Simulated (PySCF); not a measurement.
C₄H₅Si, charge +2, doublet, at a GFN2-xTB geometry of the parent state (a state made from the parent by changing its charge; the spin is typed, not shown lowest); CAMB3LYP/def2-SV(P) run with PySCF.

Input for PySCF:
```python
from pyscf import gto, scf, dft

mol = gto.Mole()
mol.atom = '''
    C    -0.60019287   -1.32209793   -0.01120819
    C     0.73500498   -1.08278056   -0.21295673
    Si    0.98219806    0.72984330   -0.10194711
    C    -0.79575565    1.03763847    0.21926233
    C    -1.42349881   -0.18164949    0.22125698
    H    -1.02610053   -2.31399529   -0.02366819
    H     1.44596093   -1.86909775   -0.39704494
    H     2.14030808    1.59040173   -0.22215297
    H    -1.32017263    1.96256745    0.38398876
    H    -2.48411462   -0.29434522    0.38801047
'''
mol.basis = 'def2-sv(p)'
mol.charge = 2
mol.spin = 1
mol.verbose = 4
mol.build()

mf = dft.UKS(mol)
mf.xc = 'camb3lyp'
mf.kernel()
```

What the program printed (banner, timings and long lists left out):

```
PySCF version 2.14.0

[INPUT] verbose = 4
[INPUT] num. atoms = 10
[INPUT] num. electrons = 41
[INPUT] charge = 2
[INPUT] spin (= nelec alpha-beta = 2S) = 1
[INPUT] symmetry False subgroup None
[INPUT] Mole.unit = angstrom
[INPUT] Symbol           X                Y                Z      unit          X                Y                Z       unit  Magmom
[INPUT]  1 C     -0.600192870000  -1.322097930000  -0.011208190000 AA   -1.134200146217  -2.498402997554  -0.021180409452 Bohr   0.0
[INPUT]  2 C      0.735004980000  -1.082780560000  -0.212956730000 AA    1.388958112391  -2.046158711403  -0.402429896083 Bohr   0.0
[INPUT]  3 Si     0.982198060000   0.729843300000  -0.101947110000 AA    1.856085333479   1.379203950849  -0.192652117091 Bohr   0.0
[INPUT]  4 C     -0.795755650000   1.037638470000   0.219262330000 AA   -1.503760240575   1.960852524613   0.414345753134 Bohr   0.0
[INPUT]  5 C     -1.423498810000  -0.181649490000   0.221256980000 AA   -2.690022889544  -0.343267786767   0.418115095348 Bohr   0.0
[INPUT]  6 H     -1.026100530000  -2.313995290000  -0.023668190000 AA   -1.939048977971  -4.372817351634  -0.044726396964 Bohr   0.0
[INPUT]  7 H      1.445960930000  -1.869097750000  -0.397044940000 AA    2.732470144521  -3.532082847541  -0.750306195744 Bohr   0.0
[INPUT]  8 H      2.140308080000   1.590401730000  -0.222152970000 AA    4.044596093394   3.005423697734  -0.419808271059 Bohr   0.0
[INPUT]  9 H     -1.320172630000   1.962567450000   0.383988760000 AA   -2.494764707847   3.708714981486   0.725633591311 Bohr   0.0
[INPUT] 10 H     -2.484114620000  -0.294345220000   0.388010470000 AA   -4.694296293828  -0.556231851875   0.733233521764 Bohr   0.0

nuclear repulsion = 193.133266555837
number of shells = 42
number of NR pGTOs = 152
number of NR cGTOs = 84
basis = def2-sv(p)
ecp = {}

******** <class 'pyscf.dft.uks.UKS'> ********
method = UKS
initial guess = minao
damping factor = 0
level_shift factor = 0
DIIS = <class 'pyscf.scf.diis.CDIIS'>
diis_start_cycle = 1
diis_space = 8
diis_damp = 0
SCF conv_tol = 1e-09
SCF conv_tol_grad = None
SCF max_cycles = 50
direct_scf = True
direct_scf_tol = 1e-13
number electrons alpha = 21  beta = 20
XC library pyscf.dft.libxc version 7.1.2
    S. Lehtola, C. Steigemann, M. J. T. Oliveira, and M. A. L. Marques,  SoftwareX 7, 1–5 (2018)
XC functionals = camb3lyp
    T. Yanai, D. P. Tew, and N. C. Handy,  Chem. Phys. Lett. 393, 51 (2004)
radial grids:
    Treutler-Ahlrichs [JCP 102, 346 (1995); DOI:10.1063/1.469408] (M4) radial grids

becke partition: Becke, JCP 88, 2547 (1988); DOI:10.1063/1.454033
pruning grids: <function nwchem_prune>
grids dens level: 3
symmetrized grids: False
atomic radii adjust function: <function treutler_atomic_radii_adjust>
small_rho_cutoff = 0
Set gradient conv threshold to 3.16228e-05
tot grids = 124696
init E= -445.301217955374

cycle= 1 E= -443.663970745385  delta_E= 1.64  |g|= 0.271  |ddm|= 2.44
cycle= 2 E= -443.715266440247  delta_E= -0.0513  |g|= 0.132  |ddm|= 0.759
cycle= 3 E= -443.725377520905  delta_E= -0.0101  |g|= 0.0237  |ddm|= 0.204
cycle= 4 E= -443.725874110495  delta_E= -0.000497  |g|= 0.011  |ddm|= 0.0509
cycle= 5 E= -443.726018830289  delta_E= -0.000145  |g|= 0.00545  |ddm|= 0.0192
cycle= 6 E= -443.72608455846  delta_E= -6.57e-05  |g|= 0.00345  |ddm|= 0.0101
cycle= 7 E= -443.726130855227  delta_E= -4.63e-05  |g|= 0.00176  |ddm|= 0.0107
cycle= 8 E= -443.726146523359  delta_E= -1.57e-05  |g|= 0.000401  |ddm|= 0.00863
cycle= 9 E= -443.726147436337  delta_E= -9.13e-07  |g|= 0.000113  |ddm|= 0.00209
cycle= 10 E= -443.726147487109  delta_E= -5.08e-08  |g|= 1.88e-05  |ddm|= 0.000546
cycle= 11 E= -443.726147487945  delta_E= -8.35e-10  |g|= 4.39e-06  |ddm|= 6.74e-05
Extra cycle  E= -443.726147487979  delta_E= -3.49e-11  |g|= 2.06e-06  |ddm|= 9.46e-06
converged SCF energy = -443.726147487979  <S^2> = 0.77631587  2S+1 = 2.026145
```
